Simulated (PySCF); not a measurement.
PySCF input for CH3Cl2NSi2, SMILES Cl[Si]1(Cl)N=C[SiH2]1, TDA-PBE/def2-SVPD. Geometry optimised at B3LYP-D3(BJ)/def2-SVP. The structure was generated by enumeration, and PubChem lists no compound with its InChIKey, so it may never have been made.

```python
import numpy as np
from pyscf import gto, scf, dft, tdscf

mol = gto.M(
    atom='''
    Cl    1.42605999   -0.11917411    1.67822486
    Si    0.22985989    0.01996065   -0.00000000
    Cl    1.42606000   -0.11917412   -1.67822485
    N    -0.73691190    1.53490384   -0.00000001
    C    -1.94228981    1.07294567   -0.00000001
    Si   -1.93506117   -0.86763847    0.00000000
    H    -2.79855480    1.77493677   -0.00000001
    H    -2.50127247   -1.51876425   -1.21747965
    H    -2.50127248   -1.51876423    1.21747965
    ''',
    basis='def2-SVPD',
    charge=0,
    spin=0,
    symmetry=True,
    max_memory=1600,
    verbose=4,
)
mf = dft.RKS(mol, xc='pbe').density_fit(auxbasis='def2-universal-jkfit')
mf.grids.level = 3
mf.conv_tol = 1e-9
mf.max_cycle = 100
mf.kernel()
mf.grids = dft.Grids(mol).set(level=1).build(with_non0tab=True)  # coarser grid for the response kernel
td = tdscf.TDA(mf)
td.singlet = True
td.nstates = 10
td.conv_tol = 1e-4
td.positive_eig_threshold = 1e-6
td.kernel(x0=td.get_init_guess(mf, 15))
td.analyze()
tt = tdscf.TDA(mf)
tt.singlet = False
tt.nstates = 4
tt.conv_tol = 1e-4
tt.positive_eig_threshold = 1e-6
tt.kernel(x0=tt.get_init_guess(mf, 9))
tt.analyze(verbose=3)
```

It prints:

```
PySCF version 2.14.0

[INPUT] verbose = 4
[INPUT] num. atoms = 9
[INPUT] num. electrons = 78
[INPUT] charge = 0
[INPUT] spin (= nelec alpha-beta = 2S) = 0
[INPUT] symmetry True subgroup None
[INPUT] Mole.unit = angstrom
[INPUT] Symbol           X                Y                Z      unit          X                Y                Z       unit  Magmom
[INPUT]  1 Cl     1.426059990000  -0.119174110000   1.678224860000 AA    2.694862818300  -0.225206429039   3.171385360837 Bohr   0.0
[INPUT]  2 Si     0.229859890000   0.019960650000   0.000000000000 AA    0.434372239123   0.037720161768   0.000000000000 Bohr   0.0
[INPUT]  3 Cl     1.426060000000  -0.119174120000  -1.678224850000 AA    2.694862837197  -0.225206447936  -3.171385341939 Bohr   0.0
[INPUT]  4 N     -0.736911900000   1.534903840000  -0.000000010000 AA   -1.392561668933   2.900547885143  -0.000000018897 Bohr   0.0
[INPUT]  5 C     -1.942289810000   1.072945670000  -0.000000010000 AA   -3.670395795434   2.027573462838  -0.000000018897 Bohr   0.0
[INPUT]  6 Si    -1.935061170000  -0.867638470000   0.000000000000 AA   -3.656735645580  -1.639599083437   0.000000000000 Bohr   0.0
[INPUT]  7 H     -2.798554800000   1.774936770000  -0.000000010000 AA   -5.288502116587   3.354144383720  -0.000000018897 Bohr   0.0
[INPUT]  8 H     -2.501272470000  -1.518764250000  -1.217479650000 AA   -4.726719931214  -2.870048480280  -2.300703100731 Bohr   0.0
[INPUT]  9 H     -2.501272480000  -1.518764230000   1.217479650000 AA   -4.726719950112  -2.870048442486   2.300703100731 Bohr   0.0

nuclear repulsion = 490.960641051145
point group symmetry = Cs
symmetry origin: [-1.48029737e-16 -4.84545160e-09  7.26817700e-10]
symmetry axis x: [1.00000000e+00 8.26460125e-11 2.00478596e-09]
symmetry axis y: [ 8.26460089e-11 -1.00000000e+00  1.76566335e-09]
symmetry axis z: [ 2.00478596e-09 -1.76566309e-09 -1.00000000e+00]
num. orbitals of irrep A' = 103
num. orbitals of irrep A" = 63
number of shells = 70
number of NR pGTOs = 264
number of NR cGTOs = 166
basis = def2-SVPD
ecp = {}


******** <class 'pyscf.df.df_jk.DFSymAdaptedRKS'> ********
method = DFSymAdaptedRKS
initial guess = minao
damping factor = 0
level_shift factor = 0
DIIS = <class 'pyscf.scf.diis.CDIIS'>
diis_start_cycle = 1
diis_space = 8
diis_damp = 0
SCF conv_tol = 1e-09
SCF conv_tol_grad = None
SCF max_cycles = 100
direct_scf = False
XC library pyscf.dft.libxc version 7.1.2
    S. Lehtola, C. Steigemann, M. J. T. Oliveira, and M. A. L. Marques,  SoftwareX 7, 1–5 (2018)
XC functionals = pbe
    J. P. Perdew, K. Burke, and M. Ernzerhof,  Phys. Rev. Lett. 77, 3865 (1996)
    J. P. Perdew, K. Burke, and M. Ernzerhof,  Phys. Rev. Lett. 78, 1396 (1997)
    J. P. Perdew, K. Burke, and M. Ernzerhof,  Phys. Rev. Lett. 77, 3865 (1996)
    J. P. Perdew, K. Burke, and M. Ernzerhof,  Phys. Rev. Lett. 78, 1396 (1997)
radial grids:
    Treutler-Ahlrichs [JCP 102, 346 (1995); DOI:10.1063/1.469408] (M4) radial grids

becke partition: Becke, JCP 88, 2547 (1988); DOI:10.1063/1.454033
pruning grids: <function nwchem_prune>
grids dens level: 3
symmetrized grids: True
atomic radii adjust function: <function treutler_atomic_radii_adjust>
small_rho_cutoff = 0
Freeze 0 electrons in irreps []
    78 free electrons in irreps A' A"
Set gradient conv threshold to 3.16228e-05
Initial guess from minao.
tot grids = 133568
init E= -1593.29392671753
HOMO (A') = -0.274866078305439  LUMO (A") = -0.135915723623317  gap/eV = 3.78103
cycle= 1 E= -1592.76150163876  delta_E= 0.532  |g|= 0.449  |ddm|= 4.72
HOMO (A') = -0.153045546315301  LUMO (A') = -0.0812592962933496  gap/eV = 1.95340
cycle= 2 E= -1592.5292395759  delta_E= 0.232  |g|= 1.04  |ddm|= 3.83
HOMO (A') = -0.228584136833263  LUMO (A") = -0.104322161630765  gap/eV = 3.38134
cycle= 3 E= -1592.80370867847  delta_E= -0.274  |g|= 0.222  |ddm|= 3.04
HOMO (A') = -0.22084234131017  LUMO (A") = -0.105376692600956  gap/eV = 3.14198
cycle= 4 E= -1592.81497382349  delta_E= -0.0113  |g|= 0.0696  |ddm|= 0.387
HOMO (A') = -0.223884190677694  LUMO (A") = -0.105305635987921  gap/eV = 3.22669
cycle= 5 E= -1592.81619928805  delta_E= -0.00123  |g|= 0.0216  |ddm|= 0.132
HOMO (A') = -0.224021507163537  LUMO (A") = -0.106016345870912  gap/eV = 3.21108
cycle= 6 E= -1592.81633728378  delta_E= -0.000138  |g|= 0.00488  |ddm|= 0.0495
HOMO (A') = -0.223392268155428  LUMO (A") = -0.105287217960911  gap/eV = 3.21380
cycle= 7 E= -1592.81634400891  delta_E= -6.73e-06  |g|= 0.00205  |ddm|= 0.0147
HOMO (A') = -0.223605596513641  LUMO (A") = -0.105555706476291  gap/eV = 3.21230
cycle= 8 E= -1592.81634529072  delta_E= -1.28e-06  |g|= 0.000338  |ddm|= 0.00437
HOMO (A') = -0.2235874580422  LUMO (A") = -0.105535053839771  gap/eV = 3.21237
cycle= 9 E= -1592.81634534217  delta_E= -5.14e-08  |g|= 9.82e-05  |ddm|= 0.0012
HOMO (A') = -0.223587000049231  LUMO (A") = -0.105536630803625  gap/eV = 3.21231
cycle= 10 E= -1592.8163453458  delta_E= -3.64e-09  |g|= 1.88e-05  |ddm|= 0.000231
HOMO (A') = -0.223589555660417  LUMO (A") = -0.105538326117668  gap/eV = 3.21234
cycle= 11 E= -1592.81634534591  delta_E= -1.06e-10  |g|= 8.86e-06  |ddm|= 7.06e-05
HOMO (A') = -0.223587633036295  LUMO (A") = -0.105536868872249  gap/eV = 3.21232
Extra cycle  E= -1592.81634534586  delta_E= 5.46e-11  |g|= 1.77e-05  |ddm|= 5.87e-05
converged SCF energy = -1592.81634534586
tot grids = 43176
Overwritten attributes  positive_eig_threshold  of <class 'pyscf.tdscf.rks.TDA'>


******** <class 'pyscf.tdscf.rks.TDA'> for <class 'pyscf.df.df_jk.DFSymAdaptedRKS'> ********
nstates = 10 singlet
deg_eia_thresh = 1.000e-03
wfnsym = None
conv_tol = 0.0001
eigh lindep = 1e-12
eigh level_shift = 0
eigh max_cycle = 100


Excitation energies (eV)
[3.5258957  4.30051013 4.46061625 4.88133946 5.07105108 5.19463635
 5.45394373 5.77765117 5.78491537 5.83998552]

** Singlet excitation energies and oscillator strengths **
Excited State   1:   A"      3.52590 eV    351.64 nm  f=0.0003
      39 -> 40        0.69914
Excited State   2:   A'      4.30051 eV    288.30 nm  f=0.0003
      39 -> 41       -0.70603
Excited State   3:   A"      4.46062 eV    277.95 nm  f=0.0004
      38 -> 40       -0.70119
Excited State   4:   A"      4.88134 eV    254.00 nm  f=0.0024
      39 -> 42       -0.69454
Excited State   5:   A'      5.07105 eV    244.49 nm  f=0.0045
      37 -> 40       -0.14104
      39 -> 43       -0.68655
Excited State   6:   A'      5.19464 eV    238.68 nm  f=0.0034
      36 -> 40        0.17967
      37 -> 40       -0.66136
      39 -> 43        0.13134
Excited State   7:   A'      5.45394 eV    227.33 nm  f=0.0039
      34 -> 40        0.16978
      36 -> 40       -0.66030
      37 -> 40       -0.13821
Excited State   8:   A'      5.77765 eV    214.59 nm  f=0.0064
      38 -> 41        0.23395
      39 -> 44        0.65353
Excited State   9:   A"      5.78492 eV    214.32 nm  f=0.0011
      35 -> 40       -0.69904
Excited State  10:   A'      5.83999 eV    212.30 nm  f=0.0095
      38 -> 41        0.23717
      39 -> 44       -0.12779
      39 -> 45        0.64900

** Transition electric dipole moments (AU) **
state          X           Y           Z        Dip. S.      Osc.
  1        -0.0000      0.0000      0.0584      0.0034      0.0003
  2        -0.0391     -0.0392      0.0000      0.0031      0.0003
  3         0.0000      0.0000      0.0616      0.0038      0.0004
  4        -0.0000     -0.0000     -0.1412      0.0199      0.0024
  5         0.0489     -0.1828     -0.0000      0.0358      0.0045
  6        -0.1283      0.1021     -0.0000      0.0269      0.0034
  7        -0.1510      0.0782     -0.0000      0.0289      0.0039
  8         0.0559      0.2058     -0.0000      0.0455      0.0064
  9         0.0000     -0.0000     -0.0870      0.0076      0.0011
 10         0.0799     -0.2448      0.0000      0.0663      0.0095

** Transition velocity dipole moments (imaginary part, AU) **
state          X           Y           Z        Dip. S.      Osc.
  1        -0.0000     -0.0000     -0.0049      0.0000      0.0001
  2        -0.0162     -0.0034     -0.0000      0.0003      0.0012
  3         0.0000      0.0000     -0.0077      0.0001      0.0002
  4         0.0000     -0.0000      0.0009      0.0000      0.0000
  5         0.0022     -0.0273      0.0000      0.0007      0.0027
  6         0.0025      0.0126     -0.0000      0.0002      0.0006
  7         0.0114      0.0205     -0.0000      0.0006      0.0018
  8         0.0089      0.0445      0.0000      0.0021      0.0065
  9         0.0000     -0.0000      0.0130      0.0002      0.0005
 10        -0.0008     -0.0338      0.0000      0.0011      0.0036

** Transition magnetic dipole moments (imaginary part, AU) **
state          X           Y           Z
  1         0.8482      0.0820     -0.0000
  2        -0.0000      0.0000      1.1379
  3         0.3967     -0.0816      0.0000
  4        -0.3972      0.1157      0.0000
  5         0.0000     -0.0000     -1.1077
  6         0.0000      0.0000     -0.0104
  7         0.0000      0.0000     -0.3597
  8         0.0000     -0.0000     -0.7261
  9         0.4241     -0.2454     -0.0000
 10        -0.0000     -0.0000     -0.6433


******** <class 'pyscf.tdscf.rks.TDA'> for <class 'pyscf.df.df_jk.DFSymAdaptedRKS'> ********
nstates = 4 triplet
deg_eia_thresh = 1.000e-03
wfnsym = None
conv_tol = 0.0001
eigh lindep = 1e-12
eigh level_shift = 0
eigh max_cycle = 100


Excitation energies (eV)
[2.81902773 4.14415007 4.25365063 4.58907964]

** Triplet excitation energies and oscillator strengths **
Excited State   1:   A"      2.81903 eV    439.81 nm  f=0.0000
Excited State   2:   A'      4.14415 eV    299.18 nm  f=0.0000
Excited State   3:   A"      4.25365 eV    291.48 nm  f=0.0000
Excited State   4:   A"      4.58908 eV    270.17 nm  f=0.0000
```

The calculation finished and met its thresholds.

Cost: roughly 90 core-seconds.
